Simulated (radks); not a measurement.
Results of a calculation; reference values are marked as such.
Task: These are the eigenvalues of the occupied orbitals of an atom or ion with whole-number occupations (hartree). Code: a radial shooting solver on a logarithmic mesh with Libxc functionals. Model: Dirac Kohn-Sham, PBEsol, spin-unpolarised, spherical densities, finite nucleus; Fermi nuclear charge, rms radius of each element as measured or else 0.836 A^(1/3) + 0.57 fm.

orbital  eigenvalue
1s1/2     -2009.330
2s1/2     -368.4304
2p1/2     -352.5164
2p3/2     -323.1046
3s1/2     -112.2090
3p1/2     -105.3398
3p3/2     -99.08137
3d3/2     -87.41933
3d5/2     -86.03902
4s1/2     -49.20825
4p1/2     -46.36078
4p3/2     -44.51083

Which element is it, and in what charge state? The configuration may be excited. Open shells, if any, fill j = l - 1/2 first.

Result: Z = 66, dysprosium, charge +30: Dy30+ in [Kr]. The list shows which subshells hold electrons but not how many an open one holds; the 1s level, -2009.3 hartree, gives Z - s = 63.4 by -(Z - s)^2/2, which with screening and relativity narrows Z to a few neighbours, and the depths of the outer levels then fix element, charge and occupations together.
